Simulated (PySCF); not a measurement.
# Telling isomers of C6H9O2P apart by NMR

Isolated molecule, single conformer, averaged over atoms made equivalent by symmetry, fast rotation or ring inversion, non-relativistic. Coordinates at the GFN2-xTB level; shieldings: GIAO PBE0/pcSseg-1; PySCF.

Shifts are taken against calculated references (same method and geometry level): TMS for ¹H (31.72 ppm) and ¹³C (186.93 ppm). Splittings of carbon signals by F and P are missing where no couplings were computed. Where no couplings were computed, multiplicities follow the n + 1 count of equivalent neighbours, and m marks all less simple cases (inequivalent or close neighbours, rings, F or P nearby). Shifts are as computed. Against solution values, carbons near 30 ppm lie about +3 ppm off and those near 130 ppm about +5 ppm. Of 1211 compounds with measured shifts, 218 miss one by over three times the rms of a fit or turn the order of signals round; such compounds aren't used in these exercises. OH and NH positions are gas-phase values without hydrogen bonding to other molecules.

(1) Tabulate the signals of `C#CP1(=O)CCOCC1`, `C=C(C)[P@@](=O)(O)C#CC` and their relative energies.

(2) What is the quickest way to tell C#CP1(=O)CCOCC1 from C=C(C)[P@@](=O)(O)C#CC?

Results:

(1) 
```json
{"SMILES": "C#CP1(=O)CCOCC1", "carbon types": "1×C 1×CH 4×CH2", "δC": "98.8, 84.7, 69.5, 38.3", "δH": "4.37 (m, 2H), 3.58 (m, 2H), 2.40 (m, 1H), 2.11 (m, 2H), 1.88 (m, 2H)", "E rel. (kcal/mol)": "14.6"}
{"SMILES": "C=C(C)[P@@](=O)(O)C#CC", "carbon types": "3×C 1×CH2 2×CH3", "δC": "150.7, 129.1, 104.4, 81.8, 20.5, 5.1", "δH": "6.03 (m, 1H), 5.87 (m, 1H), 2.54 (br s, 1H), 2.16 (m, 3H), 2.10 (s, 3H)", "E rel. (kcal/mol)": "0.0"}
```

Energies are electronic energies at PBE0/pcSseg-1 on these geometries, without zero-point or thermal terms, each for the one conformer computed, which needn't be the lowest.

(2) Count the carbon signals: 4 against 6. The first has a terminal alkyne carbon (CH) at 98.8 ppm, the second a fully substituted alkene carbon (C) at 150.7 ppm. In the proton spectra the most deshielded non-exchanging signals are 4.37 (m, 2H) and 6.03 (m, 1H).
